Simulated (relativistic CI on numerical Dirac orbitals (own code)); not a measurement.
Spin-orbit doublets in the photoemission of copper

Problem. Photoelectron lines from p, d and f shells are doublets, and peak fits need their splitting and area ratio. Find both for the 2p line of copper, from the calculated spin-orbit constant ζ(2p) = 13.38 eV of the closed-shell ion Cu⁺ with one hole. Is the doublet resolved if instrument, lifetime and solid give each line a width of 1.0 eV (assumed)?

Working.
1. One hole with l = 1 gives j = 3/2 and j = 1/2. For a hole the level of higher j has the lower binding energy.
2. The splitting is (l + ½)ζ = 1.5 × 13.38 = 20.08 eV.
3. The areas follow 2j + 1: 4 : 2, so the weaker line has 0.500 of the stronger one's area, if the radial matrix elements are equal.
4. Splitting over width is 20.08: two separate peaks.

Check. The difference of tabulated binding energies of the element (L2 less L3; Elam, Ravel and Sieber, Radiat. Phys. Chem. 63, 121 (2002), rounded to 0.1 eV or more) is 19.6 eV.

All doublets of Cu⁺, calculated as differences of Dirac-Coulomb-Breit total energies with one hole (eV):

```json
{"Shell": "2p", "Calculated": "20.12", "Without Breit and QED": "20.55", "Tabulated, element": "19.6"}
{"Shell": "3p", "Calculated": "2.551", "Without Breit and QED": "2.606", "Tabulated, element": "2.2 †"}
{"Shell": "3d", "Calculated": "0.2497", "Without Breit and QED": "0.2683", "Tabulated, element": ""}
```

The Breit and QED terms lower the splittings by 2.1 to 6.9 %. † marks rows where calculation and table differ by more than 10 %: outer shells contract in the ion, shallow p and d holes are shifted by correlation that this model lacks, and small tabulated differences suffer from rounding or from errors of the compilation.
